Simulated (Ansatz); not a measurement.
Born–Oppenheimer molecular dynamics of BClFH₃O (7 atoms, charge 0, multiplicity 1). It starts at the highest image of a converged band, a first-order saddle point between two minima.

Computed with Ansatz, RKS PBE0/def2-SVP.

* ensemble: NVE (velocity Verlet)
* time step: 0.5 fs
* steps asked: 200
* starting velocities drawn for: 300 K
* seed: 8378

First frame:

```xyz
7
Properties=species:S:1:pos:R:3
B 0.103 0.330 0.035
F -0.126 -0.330 1.533
Cl 1.595 -0.342 -0.689
H -0.932 0.212 -0.559
O 0.314 1.617 0.738
H 1.237 1.900 0.669
H 0.106 0.739 1.667
```

Q: How far do the bonds stretch over the last three quarters of this one trajectory? (Pairs bonded in most of those frames.)

A: 
```
  bond  mean (Å)  spread (Å)  shortest  longest
B1–Cl3     1.766       0.018      1.74     1.81
 B1–H4     1.205       0.039      1.14     1.26
 B1–O5     1.356       0.020      1.34     1.41
 F2–H7     0.932       0.031      0.88     1.00
 O5–H6     0.967       0.007      0.95     0.98
```

Mean temperature of the second half: 762 K. The conserved energy stayed within 0.23 meV per atom of its start (net change -0.12 meV per atom), so the integration is sound. The kinetic energy rose, since the run started high on the potential surface and went downhill. It ends in pieces (BClH2O + FH), so much of that is their flight and rotation, not heat. A run of 0.1 ps of so small a system gives no equilibrium averages. The orbitals stay closed-shell, which can raise the energy where a bond breaks towards radicals; this wasn't checked here.

Run time: 8.6 min on 1 thread of Intel(R) Xeon(R) Platinum 8259CL CPU @ 2.50GHz (Skylake/Cascade Lake), with other jobs on the host, peak memory 0.18 GiB.
